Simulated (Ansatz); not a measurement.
Molecule: CH3Cl3OSi (charge 0, singlet). 
Geometry from a B3LYP-D3(BJ)/def2-TZVP (Ansatz, a quantum-chemistry and plane-wave program) optimisation:
```
O
C 1 1.4283
H 2 1.0877 1 107.24
H 2 1.0914 3 109.43 1 -119.99
H 2 1.0914 3 109.43 4 -120.03
Si 1 1.6106 2 126.13 3 -180.00
Cl 6 2.0279 1 107.46 2 -180.00
Cl 6 2.0447 1 110.84 2 59.84
Cl 6 2.0447 1 110.84 2 -59.84
```
Charge 0, spin multiplicity 1.

PBE beside other levels, property by property. Correlated levels leave the core frozen unless marked. UHF or UKS for open shells. Spin-orbit coupling is left out. Non-relativistic. CBS marks a two-point X^-3 extrapolation of the correlation energy; Hartree-Fock from the larger set. The bracket is a focal-point correction in the basis named. Atomisation energies are electronic, to ground-state atoms; the column to compare with has the core term from cc-pwCVTZ added, other frozen-core levels have none. Vertical energies are electronic, to the SCF solution reached for that spin. The coupled-cluster column (Ansatz) is a level with limits of its own: (a) RI-MP2/CBS(aug-cc-pV(T+d)Z,aug-cc-pV(Q+d)Z)+[CCSD(T)-MP2]/aug-cc-pV(T+d)Z; (b) CCSD(T)/CBS(aug-cc-pV(T+d)Z,aug-cc-pV(Q+d)Z).

```
property                                        wB97M-V/def2-TZVPD (Ansatz)  B2PLYP/def2-TZVPD (Ansatz)  RI-MP2/CBS(aug-cc-pV(T+d)Z,aug-cc-pV(Q+d)Z) (Ansatz)  coupled cluster
----------------------------------------------  ---------------------------  --------------------------  ----------------------------------------------------  ---------------
vertical ionisation energy to the doublet (eV)                        11.42                       11.36                                                 12.24        11.72 (a)
atomisation energy (kcal/mol)                                         800.6                       780.8                                                 827.6        803.7 (b)
```

Q: What does PBE/def2-TZVPD (Ansatz) give for each property, and on which side of coupled cluster does it fall?

A: 
- vertical ionisation energy to the doublet: PBE lies 1.32 eV below coupled cluster; PBE gives 10.40 eV.
- atomisation energy: PBE lies 1.4 kcal/mol below coupled cluster; PBE gives 802.3 kcal/mol.
